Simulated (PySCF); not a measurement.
CdH3NSe, SMILES [NH2][Cd][SeH].

The structure is a stationary point at B3LYP-D3(BJ)/def2-SVP. The structure was generated by enumeration; whether it is a known compound was not checked. The def2 effective core potentials stand for the cores of Cd; spin–orbit coupling is left out. One conformer was computed; it need not be the lowest.

Two levels are set side by side: PBE/def2-TZVPD (PySCF) and B3LYP/def2-TZVPD (PySCF). Same geometry, gas phase. Differences are taken from unrounded values.

```csv
quantity,B3LYP,PBE,PBE minus B3LYP
orbital gap (eV),5.06,3.70,-1.36
highest occupied level (eV),-6.63,-5.76,0.87
lowest empty level (eV),-1.57,-2.05,-0.48
dipole moment (D),1.77,1.74,-0.03
mean polarisability (bohr³),76.8,79.3,2.6
```

PBE's occupied levels lie high since its potential decays too fast outside the molecule; exact exchange lowers them and widens the gap. PBE's more diffuse valence density responds more strongly to a field. Differences between two approximate levels are no errors against the true value.

Rough cost on one machine, each run with all the roots and properties that it gave: B3LYP against PBE within a factor of 2.
